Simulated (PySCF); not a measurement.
Electron correlation in Eu²⁺ (europium, charge +2)

[Xe] 4f7, high-spin 8S determinant. Calculation: PySCF 2.14, in cc-pVDZ-X2C; scalar relativity by spin-free X2C-1e. Frozen: [Kr] 4d10; 15 electrons correlated.

MP2 pair energies summed by pair of shells (mhartree):

```json
{"pair": "4f-5p", "energy": "-134.14", "share (%)": "31.8"}
{"pair": "5p-5p", "energy": "-117.18", "share (%)": "27.7"}
{"pair": "4f-4f", "energy": "-107.73", "share (%)": "25.5"}
{"pair": "5s-5p", "energy": "-31.70", "share (%)": "7.5"}
{"pair": "4f-5s", "energy": "-25.73", "share (%)": "6.1"}
{"pair": "5s-5s", "energy": "-5.95", "share (%)": "1.4"}
```

Total MP2 correlation energy: -422.44 mhartree.

Same-spin part -210.21 and opposite-spin part -212.22 mhartree; SCS-MP2 scales them by 1/3 and 6/5 to -324.74 mhartree.
